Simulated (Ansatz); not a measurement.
The cluster Ca2Se2, relaxed as a quintet with UKS PBE0-D4/def2-SVP in Ansatz, starting from the PBE0-D4/def2-SVP geometry of the neutral singlet. Force threshold 0.02 eV/Å.

At PBE0-D4/def2-SVP a singlet of charge 0 lies 4.45 eV below the quintet, each at its own geometry. The structure comes from a short search, and lower isomers may exist.

Start:

Cartesian coordinates in Å:
```
Ca 0.232 1.159 1.186
Ca -0.231 -1.159 -1.186
Se -0.453 -1.398 1.454
Se 0.452 1.398 -1.455
```

| step | energy (eV) | largest force component (eV/Å) | SCF passes |
| --- | --- | --- | --- |
| 1 | -167530.2201 | 2.289 | 18 |
| 2 | -167530.9894 | 0.537 | 25 |
| 3 | -167531.0659 | 0.118 | 26 |
| 4 | -167531.0685 | 0.079 | 21 |
| 5 | -167531.0703 | 0.003 | 24 |

Force components are those of the run's own axes.

End:

| atom | x (Å) | y (Å) | z (Å) |
| --- | --- | --- | --- |
| Ca1 | 0.280 | 1.401 | 1.434 |
| Ca2 | -0.279 | -1.401 | -1.434 |
| Se3 | -0.462 | -1.424 | 1.482 |
| Se4 | 0.460 | 1.425 | -1.482 |

By distances, no bond broke or formed, bridged metal pairs apart. The bond that changes most is Ca2–Se3, from 2.66 to 2.92 Å (atoms count from 1). Metal–metal contacts that move far: Ca1–Ca2 3.35 to 4.05 Å.

No frequencies were taken in this run, so the end may be a saddle point.

It took 22 s on 4 threads of Arm Neoverse V1 on a shared host.
